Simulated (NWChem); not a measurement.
The numbers come from NWChem runs, not from measurements. System: C$_{2}$H$_{5}$Se$_{2}$, charge 0, spin multiplicity 2, at a geometry optimised with UPBE/def2-SVP. The structure started from a generated list of species. Its SCF solution wasn't tested for a lower state. Level: UCAM-B3LYP/def2-TZVP.

Job file:

```
start mol
memory heap 200 mb stack 900 mb global 1100 mb
geometry units angstroms nocenter noautoz noautosym
  C      2.146700     0.337835     0.848535
  Se     1.052622    -0.549662    -0.339527
  Se    -1.022588     0.642097    -0.149830
  C     -2.024456    -0.642924     0.956960
  H      3.186461     0.538882     0.547226
  H      1.749154     0.741838     1.791181
  H     -3.053869    -0.239164     1.032352
  H     -2.055081    -1.633743     0.467803
  H     -1.581271    -0.720068     1.966610
end
basis spherical
  * library def2-tzvp
end
dft
  xc xcamb88 1.00 lyp 0.81 vwn_5 0.19 hfexch 1.00
  cam 0.33 cam_alpha 0.19 cam_beta 0.46
  odft
  mult 2
  direct
  iterations 100
end
task dft energy
```

Part of the output:

```
             Northwest Computational Chemistry Package (NWChem) 7.3.0
             --------------------------------------------------------

                                NWChem Input Module
                                -------------------

 Scaling coordinates for geometry "geometry" by  1.889725989
 (inverse scale =  0.529177249)

                             Geometry "geometry" -> ""
                             -------------------------

 Output coordinates in angstroms (scale by  1.889725989 to convert to a.u.)

  No.       Tag          Charge          X              Y              Z
 ---- ---------------- ---------- -------------- -------------- --------------
    1 C                    6.0000     2.14670000     0.33783500     0.84853500
    2 Se                  34.0000     1.05262200    -0.54966200    -0.33952700
    3 Se                  34.0000    -1.02258800     0.64209700    -0.14983000
    4 C                    6.0000    -2.02445600    -0.64292400     0.95696000
    5 H                    1.0000     3.18646100     0.53888200     0.54722600
    6 H                    1.0000     1.74915400     0.74183800     1.79118100
    7 H                    1.0000    -3.05386900    -0.23916400     1.03235200
    8 H                    1.0000    -2.05508100    -1.63374300     0.46780300
    9 H                    1.0000    -1.58127100    -0.72006800     1.96661000

 Effective nuclear repulsion energy (a.u.)     516.1955787041

            Nuclear Dipole moment (a.u.)
            ----------------------------
        X                 Y               Z
 ---------------- ---------------- ----------------
     0.0000264562     0.0000018897     0.0000075589


 Summary of "ao basis" -> "" (spherical)
 ------------------------------------------------------------------------------
       Tag                 Description            Shells   Functions and Types
 ---------------- ------------------------------  ------  ---------------------
 *                         def2-tzvp                  on all atoms

                                 NWChem DFT Module
                                 -----------------

 Summary of "ao basis" -> "ao basis" (spherical)
 ------------------------------------------------------------------------------
       Tag                 Description            Shells   Functions and Types
 ---------------- ------------------------------  ------  ---------------------
 C                         def2-tzvp                11       31   5s3p2d1f
 Se                        def2-tzvp                16       48   6s5p4d1f
 H                         def2-tzvp                 4        6   3s1p

 Summary of "ao basis" -> "ao basis" (spherical)
 ------------------------------------------------------------------------------
       Tag                 Description            Shells   Functions and Types
 ---------------- ------------------------------  ------  ---------------------
 C                         def2-tzvp                11       31   5s3p2d1f
 Se                        def2-tzvp                16       48   6s5p4d1f
 H                         def2-tzvp                 4        6   3s1p

  int_init: cando_txs set to always be  F

            General Information
            -------------------
          SCF calculation type: DFT
          Wavefunction type:  spin polarized.
          No. of atoms     :     9
          No. of electrons :    85
           Alpha electrons :    43
            Beta electrons :    42
          Charge           :     0
          Spin multiplicity:     2
          Use of symmetry is: off; symmetry adaption is: off
          Maximum number of iterations: 100
          This is a Direct SCF calculation.
          AO basis - number of functions:   188
                     number of shells:    74
          Convergence on energy requested:  1.00D-06
          Convergence on density requested:  1.00D-05
          Convergence on gradient requested:  5.00D-04

              XC Information
              --------------
                     Hartree-Fock (Exact) Exchange  1.000
                   CAM-Becke88 Exchange Functional  1.000
                      VWN V Correlation Functional  0.190 local
              Lee-Yang-Parr Correlation Functional  0.810

           Range-Separation Parameters
           ---------------------------
           Alpha           :  0.19
           Beta            :  0.46
           Gamma           :  0.33
           Short-Range HF  :     F

             Grid Information
             ----------------
          Grid used for XC integration:  medium
          Radial quadrature: Mura-Knowles
          Angular quadrature: Lebedev.
          Tag              B.-S. Rad. Rad. Pts. Rad. Cut. Ang. Pts.
          ---              ---------- --------- --------- ---------
          C                   0.70       49          13.0       434
          Se                  1.15      112          12.0       590
          H                   0.35       45          14.0       434
          Grid pruning is: on
          Number of quadrature shells:   547
          Spatial weights used:  Erf1

          Convergence Information
          -----------------------
          Convergence aids based upon iterative change in
          total energy or number of iterations.
          Levelshifting, if invoked, occurs when the
          HOMO/LUMO gap drops below (HL_TOL):  1.00D-02
          DIIS, if invoked, will attempt to extrapolate
          using up to (NFOCK): 10 stored Fock matrices.

                    Damping( 0%)  Levelshifting(0.5)       DIIS
                  --------------- ------------------- ---------------
[...]
  ----- ------------  ---------------      ----- ------------  ---------------
     5      1.941799  1 C  s                161     -0.971391  5 H  s
    37     -0.826583  2 Se s                 50     -0.801921  2 Se px
   167     -0.773356  6 H  s                 52     -0.544840  2 Se pz
   179      0.532721  8 H  s                185     -0.432770  9 H  s
    51     -0.405605  2 Se py                 4      0.374489  1 C  s

                     DFT Final Beta Molecular Orbital Analysis
                     -----------------------------------------

 Vector   40  Occ=1.000000D+00  E=-3.609511D-01
              MO Center= -4.7D-02,  4.9D-02, -1.5D-01, r^2= 4.0D+00
   Bfn.  Coefficient  Atom+Function         Bfn.  Coefficient  Atom+Function
  ----- ------------  ---------------      ----- ------------  ---------------
    48      0.236998  2 Se py                96     -0.231395  3 Se py
    47     -0.190794  2 Se px                95      0.180263  3 Se px
    42     -0.162000  2 Se py                84     -0.160978  3 Se s
    90      0.161242  3 Se py                85     -0.155086  3 Se s
    99     -0.154185  3 Se py                45      0.145919  2 Se py

 Vector   41  Occ=1.000000D+00  E=-3.147252D-01
              MO Center=  9.1D-01, -3.1D-01, -6.9D-02, r^2= 3.1D+00
   Bfn.  Coefficient  Atom+Function         Bfn.  Coefficient  Atom+Function
  ----- ------------  ---------------      ----- ------------  ---------------
    49      0.316100  2 Se pz                48     -0.256600  2 Se py
    52      0.219157  2 Se pz                43     -0.214156  2 Se pz
    46      0.195870  2 Se pz                42      0.174910  2 Se py
    51     -0.174675  2 Se py                45     -0.160917  2 Se py
    47     -0.137524  2 Se px                95      0.104941  3 Se px

 Vector   42  Occ=1.000000D+00  E=-2.916113D-01
              MO Center= -7.9D-01,  4.7D-01, -8.4D-02, r^2= 2.8D+00
   Bfn.  Coefficient  Atom+Function         Bfn.  Coefficient  Atom+Function
  ----- ------------  ---------------      ----- ------------  ---------------
    97      0.388321  3 Se pz               100      0.292879  3 Se pz
    91     -0.263993  3 Se pz                94      0.244050  3 Se pz
    96      0.234259  3 Se py                99      0.187302  3 Se py
    90     -0.157983  3 Se py                93      0.145652  3 Se py
    95      0.110884  3 Se px                98      0.109147  3 Se px

 Vector   43  Occ=0.000000D+00  E=-4.780228D-02
              MO Center=  8.7D-01,  1.4D-01,  2.5D-01, r^2= 4.9D+00
   Bfn.  Coefficient  Atom+Function         Bfn.  Coefficient  Atom+Function
  ----- ------------  ---------------      ----- ------------  ---------------
    98      0.401414  3 Se px                50      0.366488  2 Se px
    13     -0.295173  1 C  py               132      0.252373  4 C  s
    95      0.242082  3 Se px                 7     -0.218634  1 C  py
    37     -0.218067  2 Se s                 47      0.195571  2 Se px
    99     -0.187186  3 Se py                10     -0.180298  1 C  py

 Vector   44  Occ=0.000000D+00  E= 3.598635D-03
              MO Center=  8.8D-01,  9.9D-02,  1.7D-01, r^2= 5.0D+00
   Bfn.  Coefficient  Atom+Function         Bfn.  Coefficient  Atom+Function
  ----- ------------  ---------------      ----- ------------  ---------------
    98      0.479036  3 Se px                51     -0.448380  2 Se py
    50      0.419711  2 Se px                13      0.360031  1 C  py
    37     -0.335339  2 Se s                 85      0.284802  3 Se s
   132      0.280156  4 C  s                 14     -0.243616  1 C  pz
    48     -0.217544  2 Se py                99     -0.202700  3 Se py

 Vector   45  Occ=0.000000D+00  E= 5.081057D-02
              MO Center= -1.3D+00, -1.7D-02,  4.0D-01, r^2= 6.0D+00
   Bfn.  Coefficient  Atom+Function         Bfn.  Coefficient  Atom+Function
  ----- ------------  ---------------      ----- ------------  ---------------
   132      2.584887  4 C  s                179     -0.847322  8 H  s
   185     -0.841541  9 H  s                 85     -0.807814  3 Se s
   173     -0.704428  7 H  s                 98      0.643581  3 Se px
   100     -0.578898  3 Se pz                99      0.519138  3 Se py
   139      0.330406  4 C  px               167     -0.288989  6 H  s

   alpha - beta orbital overlaps
   -----------------------------

   alpha      1      2      3      4      5      6      7      8      9     10
    beta      1      2      3      4      5      6      7      8      9     10
 overlap   1.000  1.000  1.000  1.000  0.998  1.000  0.998  0.989  0.990  0.999

   alpha     11     12     13     14     15     16     17     18     19     20
    beta     12     11     13     14     15     16     18     17     19     20
 overlap   1.000  1.000  1.000  1.000  0.999  1.000  0.991  0.987  0.996  1.000

   alpha     21     22     23     24     25     26     27     28     29     30
    beta     21     22     23     24     25     26     27     28     29     30
 overlap   0.987  0.987  0.998  0.987  0.972  0.971  0.950  0.997  0.997  0.999

   alpha     31     32     33     34     35     36     37     38     39     40
    beta     31     32     33     34     35     36     37     38     39     40
 overlap   0.986  0.981  0.980  0.984  0.983  0.951  0.946  0.995  0.984  0.920

   alpha     41     42     43     44     45     46     47     48     49     50
    beta     41     42     43     44     45     46     47     48     49     50
 overlap   0.883  0.961  0.827  0.880  0.999  0.998  0.999  0.993  0.994  0.997

   alpha     51     52     53     54     55     56     57     58     59     60
    beta     51     52     53     54     55     56     57     58     59     60
 overlap   0.997  0.999  0.998  0.987  0.983  0.995  0.985  0.959  0.987  0.721

   alpha     61     62     63     64     65     66     67     68     69     70
    beta     61     62     63     64     65     66     67     68     69     70
 overlap   0.692  0.918  0.989  0.933  0.986  0.994  0.967  0.972  0.996  0.994

   alpha     71     72     73     74     75     76     77     78     79     80
    beta     71     72     73     74     75     76     77     78     79     80
 overlap   0.996  0.981  0.976  0.985  0.999  0.992  0.996  0.995  0.994  0.995

   alpha     81     82     83     84     85     86     87     88     89     90
    beta     81     82     83     84     86     85     88     87     89     90
 overlap   0.993  0.930  0.932  0.994  0.780  0.790  0.962  0.974  0.992  0.995

   alpha     91     92     93     94     95     96     97     98     99    100
    beta     91     92     93     94     95     96     97     98     99    100
 overlap   0.998  0.994  1.000  0.993  0.992  0.997  0.996  0.985  0.989  0.999

   alpha    101    102    103    104    105    106    107    108    109    110
    beta    101    102    103    104    105    106    107    109    108    111
 overlap   0.995  0.986  0.981  0.990  0.949  0.892  0.989  0.668  0.800  0.759

   alpha    111    112    113    114    115    116    117    118    119    120
    beta    110    112    113    114    115    116    117    118    119    120
 overlap   0.917  0.907  0.986  0.994  0.995  0.992  0.990  0.714  0.718  0.999

   alpha    121    122    123    124    125    126    127    128    129    130
    beta    121    122    123    124    126    125    128    127    129    130
 overlap   0.998  0.997  0.999  0.999  0.887  0.892  0.730  0.736  0.995  1.000

   alpha    131    132    133    134    135    136    137    138    139    140
    beta    131    132    133    134    135    136    137    138    139    140
 overlap   0.999  0.988  0.988  0.998  0.974  0.976  1.000  1.000  0.996  0.999

   alpha    141    142    143    144    145    146    147    148    149    150
    beta    141    142    143    144    145    146    147    148    149    150
 overlap   0.999  0.992  0.988  0.998  0.998  0.999  0.996  0.814  0.814  1.000

   alpha    151    152    153    154    155    156    157    158    159    160
    beta    151    152    153    154    155    156    157    158    159    160
 overlap   0.998  0.977  0.978  1.000  0.991  0.989  0.991  0.981  0.969  0.917

   alpha    161    162    163    164    165    166    167    168    169    170
    beta    161    162    164    163    165    166    167    168    169    170
 overlap   0.835  0.823  0.981  0.997  0.997  0.998  0.995  0.997  0.998  0.987

   alpha    171    172    173    174    175    176    177    178    179    180
    beta    171    172    173    174    175    176    177    178    179    180
 overlap   0.995  0.983  0.996  0.991  0.992  1.000  1.000  1.000  1.000  1.000

   alpha    181    182    183    184    185    186    187    188
    beta    181    182    183    184    185    186    187    188
 overlap   1.000  0.999  0.998  0.999  1.000  1.000  1.000  1.000

     --------------------------
     Expectation value of S2:
     --------------------------
      <S2> =      0.7649 (Exact =     0.7500)

 center of mass
 --------------
 x =   0.02092038 y =   0.02337155 z =  -0.11227265

 moments of inertia (a.u.)
 ------------------
         376.268707267231         231.680471093271          70.511480041934
         231.680471093271        1223.028626757434          -8.999562291415
          70.511480041934          -8.999562291415        1323.849010988225

     Multipole analysis of the density
     ---------------------------------

     L   x y z        total         alpha         beta         nuclear
     -   - - -        -----         -----         ----         -------
     0   0 0 0     -0.000000    -43.000000    -42.000000     85.000000

     1   1 0 0     -0.195647     -1.671755      1.476082      0.000026
     1   0 1 0     -0.168405     -0.283266      0.114859      0.000002
     1   0 0 1      0.464386     -0.355176      0.819554      0.000008

     2   2 0 0    -33.717328   -300.734332   -285.530918    552.547921
     2   1 1 0      1.271252     38.641101     39.745000    -77.114848
     2   1 0 1     -0.982606     14.564077     20.105939    -35.652621
     2   0 2 0    -38.389389    -76.855479    -74.167446    112.633537
     2   0 1 1      0.346806     -0.465628     -0.255799      1.068232
     2   0 0 2    -37.818208    -61.984218    -58.530463     82.696473

 Task  times  cpu:      909.7s     wall:      909.7s

 Total times  cpu:      909.7s     wall:      909.7s
```
